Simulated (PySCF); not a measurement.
Mapped SMILES: `[CH3:1][Si:2]([CH3:3])([CH3:4])[O:5][SiH2:6][SiH3:7]` (H(Xn): hydrogen on atom n).

PySCF 2.14 calculation with NMR shieldings at PBE0/pcSseg-1/GIAO and GFN2-xTB geometry; a single conformation, rapidly exchanging positions averaged, no solvent model, non-relativistic.

References, each an isolated molecule treated in the same way: ¹³C, ¹H, ²⁹Si against TMS; ¹⁷O vs H2O.

```
            atoms  nucleus  count  Hirshfeld charge  δ (ppm)
              Si6     ²⁹Si      1              0.32    -32.4
               O5      ¹⁷O      1             -0.30     32.4
              Si7     ²⁹Si      1              0.21   -122.0
         C1/C3/C4      ¹³C      3             -0.22      2.3
              Si2     ²⁹Si      1              0.47     10.2
H(C1)/H(C3)/H(C4)       ¹H      9              0.04     0.08
           H(Si6)       ¹H      2             -0.08        ?
           H(Si7)       ¹H      3             -0.07        ?
```

Problem. Complete the table.

Solution. 
- H(Si6): 5.69 ppm, hydrogen on a silicon bonded to O, Si
- H(Si7): 3.38 ppm, hydrogen on a silicon bonded to Si

Shifts are as computed. Against solution values, carbons near 30 ppm lie about +3 ppm off and those near 130 ppm about +5 ppm. Of 1211 compounds with measured shifts, 218 miss one by over three times the rms of a fit or turn the order of signals round; such compounds aren't used in these exercises. Experimental scales use liquid or dissolved standards, which lie at an offset from isolated H2O (liquid H2O: subtract about 36 ppm).
